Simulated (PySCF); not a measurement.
Job file and geometry (Å, from GFN2-xTB) of an NMR shielding run on SMILES CC(C)[C@@H]1C[Si@@H](C(N)=O)O1, C6H13NO2Si, GIAO PBE0/pcSseg-1 NMR shielding, non-relativistic, gas phase in PySCF 2.14.0, density-fitted response routines; density fitting, a coarse starting grid and PySCF grid level 2 are the driver's defaults:

```
$ OMP_NUM_THREADS=1 python probes_run.py task.json out

{"job": {"kind": "nmr", "xc": "PBE0", "basis": "pcSseg-1"}, "charge": 0, "multiplicity": 1}
C     -2.518176    -0.563765     0.455788
C     -1.545309     0.596036     0.257152
C     -1.958145     1.794248     1.107984
C     -0.127794     0.153139     0.601470
C      0.974337     1.117989     0.143597
Si     1.378975    -0.259872    -1.110914
C      3.021798    -1.240271    -1.117497
N      3.138124    -2.207220    -0.182544
O      3.902963    -1.006033    -1.920718
O      0.240270    -1.011404    -0.163879
H     -2.193826    -1.422024    -0.126204
H     -2.553667    -0.849889     1.505097
H     -3.518669    -0.279887     0.138968
H     -1.547879     0.880787    -0.800745
H     -1.281825     2.632766     0.963372
H     -2.962524     2.113274     0.840661
H     -1.952338     1.527935     2.162944
H     -0.070578    -0.115302     1.660656
H      0.601918     2.054787    -0.255414
H      1.703775     1.330791     0.919117
H      0.948418     0.023979    -2.478454
H      3.957399    -2.796820    -0.173039
H      2.358002    -2.446261     0.403809
```

Task: What does the program print?

Result: 
```
coarse grid: 19440 points
cycle   1  E = -730.1890470898  dE =  1.495e+00  |g| = 1.093e+00  |ddm| = 4.257e+00
cycle   2  E = -729.5148552465  dE =  6.742e-01  |g| = 2.128e+00  |ddm| = 2.716e+00
cycle   3  E = -730.4046942507  dE = -8.898e-01  |g| = 3.505e-01  |ddm| = 2.016e+00
cycle   4  E = -730.4276957807  dE = -2.300e-02  |g| = 1.214e-01  |ddm| = 3.323e-01
cycle   5  E = -730.4300401613  dE = -2.344e-03  |g| = 4.428e-02  |ddm| = 1.171e-01
cycle   6  E = -730.4304418180  dE = -4.017e-04  |g| = 8.157e-03  |ddm| = 4.166e-02
cycle   7  E = -730.4304547442  dE = -1.293e-05  |g| = 2.859e-03  |ddm| = 8.920e-03
cycle   8  E = -730.4304565219  dE = -1.778e-06  |g| = 7.579e-04  |ddm| = 2.654e-03
final grid: 182424 points
cycle   9  E = -730.5091593710  dE = -4.166e-05  |g| = 1.614e-02  |ddm| = 3.946e-02
cycle  10  E = -730.5090442959  dE =  1.151e-04  |g| = 2.940e-02  |ddm| = 3.115e-02
cycle  11  E = -730.5092090330  dE = -1.647e-04  |g| = 3.834e-03  |ddm| = 2.120e-02
cycle  12  E = -730.5092120688  dE = -3.036e-06  |g| = 5.981e-04  |ddm| = 3.039e-03
cycle  13  E = -730.5092121233  dE = -5.446e-08  |g| = 2.550e-04  |ddm| = 7.288e-04
cycle  14  E = -730.5092121354  dE = -1.213e-08  |g| = 4.639e-05  |ddm| = 2.419e-04
cycle  15  E = -730.5092121358  dE = -4.279e-10  |g| = 1.851e-05  |ddm| = 6.603e-05
converged SCF energy = -730.5092121358

GIAO shielding tensors (ppm)
atom      isotropic    diamagn.    paramagn.     s11        s22        s33       span
  0 C      166.270     247.334     -81.065    152.681    159.691    186.437     33.756
  1 C      144.759     247.955    -103.196    136.341    140.666    157.271     20.930
  2 C      167.690     247.594     -79.903    156.410    158.537    188.123     31.714
  3 C       99.492     249.752    -150.260     75.111     88.064    135.303     60.191
  4 C      159.338     256.342     -97.004    126.224    156.115    195.674     69.450
  5 Si     351.459     882.670    -531.211    293.343    354.738    406.296    112.953
  6 C        5.782     255.859    -250.077    -80.265     -0.334     97.945    178.210
  7 N      134.551     321.267    -186.716      8.508    162.965    232.181    223.673
  8 O     -153.585     395.412    -548.997   -549.418   -254.684    343.347    892.764
  9 O      243.936     401.337    -157.400    204.039    251.222    276.547     72.508
 10 H       29.641      31.222      -1.581     23.985     29.870     35.068     11.083
 11 H       31.230      30.933       0.297     28.050     28.518     37.123      9.073
 12 H       30.743      29.741       1.002     26.498     28.115     37.617     11.119
 13 H       30.101      34.408      -4.307     27.710     28.940     33.653      5.944
 14 H       30.586      30.830      -0.244     25.288     30.026     36.444     11.157
 15 H       30.610      29.054       1.556     26.348     27.993     37.489     11.141
 16 H       31.230      30.565       0.665     27.656     28.959     37.076      9.420
 17 H       27.613      34.992      -7.379     25.167     27.530     30.143      4.976
 18 H       29.903      33.489      -3.585     25.503     29.631     34.576      9.073
 19 H       29.227      32.733      -3.507     26.300     27.339     34.040      7.740
 20 H       26.135      30.973      -4.837     22.459     24.939     31.008      8.549
 21 H       26.367      27.329      -0.962     21.058     23.834     34.209     13.151
 22 H       25.466      34.875      -9.409     20.542     26.890     28.966      8.423
```

Size and cost of the density-fitted run: 242 basis functions, 3 min wall time (2.5 min CPU) on 1 thread of an Intel Xeon, shared host; peak memory 1.1 GiB.
